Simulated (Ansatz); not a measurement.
`B[Si](Cl)(Cl)Cl` + H₂Te → `Cl[Si](Cl)(Cl)[TeH]` + BH₃  (cleavage of the Si–B bond)

Isolated molecules relaxed with PBE0-D4/def2-TZVP in Ansatz; ΔE leaves out vibrations. CBS: MP2 limit from def2 TZ/QZ plus the TZ coupled-cluster correction, frozen cores. This one scheme is used for every species. DFT in def2-TZVPP. B3LYP here is the variant with VWN-RPA as its local correlation; programs differ in this. HSE06 is defined as in plane-wave codes. def2 core potentials past Kr. For Te outer-core shells are correlated without core-valence functions, which leaves a few kJ/mol of doubt a bond.

```csv
level,ΔE (kJ/mol),difference from CCSD(T)/CBS
LDA (SPW92),-51.4,17.3
PBE-D4,-58.7,10.0
revPBE-D4,-60.2,8.5
BLYP-D4,-60.6,8.1
r2SCAN-D4,-60.3,8.4
B97M-V,-51.3,17.4
PBE0-D4,-61.8,6.9
r2SCANh-D4,-61.5,7.2
r2SCAN0-D4,-63.0,5.7
HSE06-D4,-62.0,6.7
BHLYP-D4,-67.6,1.1
CAM-B3LYP-D4,-58.2,10.5
ωB97X-V,-59.4,9.3
ωB97M-V,-63.8,4.9
B2PLYP,-61.3,7.4
PBE-QIDH,-65.7,3.0
revPBE,-52.7,16.0
BLYP,-50.0,18.7
r2SCAN,-59.4,9.3
PBE0,-56.8,11.9
B3LYP,-53.4,15.3
r2SCAN0,-61.6,7.1
HSE06,-57.1,11.6
BHLYP,-55.9,12.8
CAM-B3LYP,-52.6,16.1
RPA@PBE/def2-TZVPP,-56.1,12.6
HF/def2-SVP,-49.5,19.2
MP2/def2-SVP,-61.3,7.4
CCSD/def2-SVP,-48.0,20.7
CCSD(T)/def2-SVP,-49.0,19.7
HF/def2-TZVPP,-55.0,13.7
MP2/def2-TZVPP,-75.7,-7.0
CCSD/def2-TZVPP,-55.7,13.0
CCSD(T)/def2-TZVPP,-58.0,10.7
HF/def2-QZVPP,-55.7,13.0
MP2/def2-QZVPP,-82.0,-13.3
SCS-MP2/def2-QZVPP,-74.5,-5.8
HF/CBS(def2),-55.8,12.9
MP2/CBS(def2),-86.3,-17.6
CCSD/CBS(def2),-66.3,2.4
CCSD(T)/CBS,-68.7,0
```

Question: What do rigid-rotor, harmonic-oscillator terms from PBE0-D4/def2-TZVP frequencies (298.15 K, 1 bar) make of the CCSD(T)/CBS value? (Best estimate.)

Answer: The calculation gave: ΔZPE = +3.6 kJ/mol, ΔH = -64.3 kJ/mol, ΔS = -18 J/(mol·K), ΔG = -58.8 kJ/mol.

Largest T1 diagnostic among the species: 0.010.

At CCSD(T), def2-SVP lies +19.7 kJ/mol from the extrapolated value and def2-TZVPP +10.7 kJ/mol. Leaving LDA and LC-ωPBE aside and taking each functional with its dispersion term where it has one, the values spread over 16.3 kJ/mol, from BHLYP-D4 to B97M-V.
